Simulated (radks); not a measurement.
The numbers below are computed, except where a source is named.
Cs3+, 52 electrons, occupied as [Kr] 4d10 5s2 5p4 (the NIST ground configuration). Level of theory: Dirac Kohn-Sham, LDA (Slater exchange, Perdew-Wang correlation), spin-unpolarised, spherical densities, point nucleus; open shells fill j = l - 1/2 first (a radial shooting solver on a logarithmic mesh with Libxc functionals).

Unscreened Slater integrals over Kohn-Sham orbitals (cm^-1). Large and small components are both included. Empty in this configuration: 6s1/2.

integral,value
"F0(5p3/2,5p3/2)",101890
"F2(5p3/2,5p3/2)",55315
"F0(5p3/2,5p1/2)",103740
"G2(5p3/2,5p1/2)",56014
"F0(5p3/2,5s1/2)",108880
"G1(5p3/2,5s1/2)",72397
"F0(5p3/2,4d5/2)",126690
"F2(5p3/2,4d5/2)",36707
"G1(5p3/2,4d5/2)",10981
"G3(5p3/2,4d5/2)",10540
"F0(5p3/2,6s1/2)",65573
"G1(5p3/2,6s1/2)",6958.2
"F0(5p1/2,5p1/2)",105730
"F0(5p1/2,5s1/2)",111310
"G1(5p1/2,5s1/2)",76086
"F0(5p1/2,4d5/2)",130890
"G3(5p1/2,4d5/2)",11814
"F0(5p1/2,6s1/2)",65995
"G1(5p1/2,6s1/2)",6386.5
"F0(5s1/2,5s1/2)",118150
"F0(5s1/2,4d5/2)",143710
"G2(5s1/2,4d5/2)",17447
"F0(5s1/2,6s1/2)",67178
"G0(5s1/2,6s1/2)",4042.9
"F0(4d5/2,4d5/2)",235840
"F2(4d5/2,4d5/2)",119650
"F4(4d5/2,4d5/2)",79696
"F0(4d5/2,6s1/2)",72229
"G2(4d5/2,6s1/2)",3036.1
"F0(6s1/2,6s1/2)",54532
